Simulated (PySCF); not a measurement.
## Electron correlation in Tb²⁺ (terbium, charge +2)

[Xe] 4f8 6s1, high-spin 8F determinant (an excited configuration). All numbers are calculated (PySCF 2.14, the spin-free X2C one-electron Hamiltonian (Gaussian nucleus), in cc-pVDZ-X2C). Frozen: [Kr] 4d10; 17 electrons correlated.

```
  level  correlation energy (mhartree)
   CCSD                        -459.80
    (T)                         -12.92
CCSD(T)                        -472.72
```

Diagnostics: T1 = 0.0088, D1 = 0.0264, largest double amplitude 0.025.

Q: Is a single reference adequate?

A: Yes, within this model without spin-orbit coupling: T1 lies below 0.03 and no double amplitude reaches 0.07.
